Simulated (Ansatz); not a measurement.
`C=C[Si](N)(F)OC` + `C=C=CO` → `C=C=COC` + `C=C[Si](N)(O)F`  (substitution at a C–O bond)

Isolated molecules relaxed with PBE0-D4/def2-TZVP in Ansatz; ΔE leaves out vibrations. CCSD(T)/CBS adds triple-zeta CCSD(T) − MP2 to the extrapolated MP2 energy (def2 sets, frozen cores). Functionals use def2-TZVPP. Each species was taken in one conformer, which may not be the lowest.

```json
{"level": "PBE0-D4", "ΔE (kcal/mol)": "-3.7"}
{"level": "CCSD(T)/def2-TZVPP", "ΔE (kcal/mol)": "-4.4"}
{"level": "HF/def2-QZVPP", "ΔE (kcal/mol)": "-2.6"}
{"level": "CCSD/CBS(def2)", "ΔE (kcal/mol)": "-3.9"}
```

**Question.** What does CCSD(T)/CBS give? (Estimate.)

**Answer.** Ansatz gave: -4.2 kcal/mol. The listed levels differ from it by 0.5, -0.2, 1.6, 0.3 kcal/mol.

Largest T1 diagnostic among the species: 0.013.

In def2-TZVPP, CCSD(T) changes the Hartree–Fock value by −1.7 kcal/mol (the triples alone add −0.4 kcal/mol) and MP2 by −2.4 kcal/mol.
